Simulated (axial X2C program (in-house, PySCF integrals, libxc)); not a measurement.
# Potential curves of AlGa, two-component

Computed with an in-house relativistic program for diatomic molecules. Two-component (2c) means X2C with spin–orbit coupling and atomic mean-field two-electron Coulomb and Gaunt terms. Basis: Ga dyall-cv3z [9s9p7d4f1g], Al dyall-v3z [8s8p2d1f] (cores contracted in-house); Gaussian nuclei, density fitting, unrestricted open shells. Masses: Ga 68.926 u, Al 26.982 u.

State: Ω = 1 (⟨Sz⟩ = 1.00, ⟨Lz⟩ = 0.00 at BP86). Energies in kJ/mol from the lowest point of each curve. Fits are polynomials in 1 − R0/R over 0.85 to 1.23 times the lowest point R0.

```csv
R (Å),BP86,PBE0
2.1393,42.01,41.36
2.2377,17.65,16.94
2.3115,7.18,6.58
2.3852,1.70,1.34
2.4590,0.00,0.00
2.5451,1.59,2.14
2.6311,5.88,7.10
2.7418,14.00,16.17
2.8770,26.10,
3.0737,,52.90
```

Density functionals use the spin component along the axis (collinear). The state is one determinant with fixed occupations, lowest in a PBE0 search at one distance only: followed along the bond, the spin-free determinant M_S = 1, Λ = 1 reaches 0.03 eV lower at PBE0, at Re = 2.710 Å, so the state shown is not the lowest. With several unpaired electrons one determinant need not be a pure state. Open-shell Ω = 0 determinants with evenly filled partner blocks cannot be reached by this program, so the Ω shown need not be the lowest component. At some level and bond length an empty orbital lies below a filled one. This is the Ω = 1 component of a π² triplet; the 0⁺ component is not one determinant and can lie lowest. Some points did not converge and are left out.

Q: What are Re and ωe at the BP86 level?

A: At BP86, 2c: Re = 2.462 Å, ωe ≈ 274 cm⁻¹; Be follows as 0.143 cm⁻¹.

Q: What are Re and ωe at the PBE0 level?

A: At PBE0, 2c: Re = 2.452 Å, ωe ≈ 285 cm⁻¹; Be follows as 0.145 cm⁻¹.
